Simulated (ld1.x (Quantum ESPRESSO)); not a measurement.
# Before and after: TM semilocal potential for neon

- Element: neon (Ne)
- Generator: ld1.x (Quantum ESPRESSO) 7.5
- Type: norm-conserving Troullier–Martins (semilocal form)
- Functional: PBE
- Relativity: scalar-relativistic
- Frozen core: [He]
- Valence charge: 8
- Reference configuration: 2s2 2p6
- Partial waves: 2p (bound): rc 1.65 bohr; 2s (bound): rc 0.65 bohr
- Local potential: the s channel
- Core correction: Bessel-smoothed model core inside 0.60 bohr

Change: reference 2s2 2p4.

Cutoffs: the cutoffs (Ry, on a coarse ladder) from which the occupation-weighted sum of valence levels, in a spherical-Bessel basis at the reference potential, stays within 10 and 1 mRy of its value at 400 Ry; they do not see the model core or the augmentation charge, which bear on the density cutoff. Errors are all-electron minus pseudo energies relative to the spin-unpolarised reference configuration.

What does the change do?

The potential gets neither clearly harder nor softer (200 Ry and 300 Ry → 230 Ry and 300 Ry); the range in which the p phases agree narrows (upper end 1.1 → -1.7); neither file shows a bound ghost. A semilocal file is local in each channel, so a ghost entry of none says nothing of the separable form that plane-wave codes build from it.

| quantity | base | changed |
| --- | --- | --- |
| cutoff, loose | 200 Ry | 230 Ry |
| cutoff, tight | 300 Ry | 300 Ry |
| loose cutoff by channel (10 mRy a level) | p 55 Ry, s 120 Ry | p 60 Ry, s 120 Ry |
| bound ghosts | none | none |
| largest error over its own tests, meV | +4898 | +2274 |
| s: phases at 1.81 bohr within 0.05 rad from the reference energy up to (Ry; the scan ends near 5) | to the end of the scan | to the end of the scan |
| p: phases at 1.81 bohr within 0.05 rad from the reference energy up to (Ry; the scan ends near 5) | 1.1 | -1.7 |
